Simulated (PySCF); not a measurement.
## Correlation energy of Ge⁺ (germanium, charge +1)

[Ar] 3d10 4s2 4p1, 2P determinant. Calculation: PySCF 2.14, in x2c-SVPall (5s4p3d, 32 functions); the spin-free X2C one-electron Hamiltonian (Gaussian nucleus). Frozen: [Ar] 3d10; 3 electrons correlated.

MP2 pair energies summed by pair of shells (mhartree):

```json
{"pair": "4s-4s", "energy": "-19.01", "share (%)": "59.3"}
{"pair": "4s-4p", "energy": "-13.04", "share (%)": "40.7"}
```

Total MP2 correlation energy: -32.05 mhartree.

Same-spin part -2.11 and opposite-spin part -29.95 mhartree; SCS-MP2 scales them by 1/3 and 6/5 to -36.64 mhartree.

```tsv
level	correlation energy (mhartree)
CCSD	-46.88
(T)	-0.49
CCSD(T)	-47.37
```

Diagnostics: T1 = 0.0091, D1 = 0.0218, largest double amplitude 0.097.

Cost of the coupled-cluster step: 0.18 s of wall time on 1 thread of Neoverse-N1 (shared host), for 3 correlated electrons.
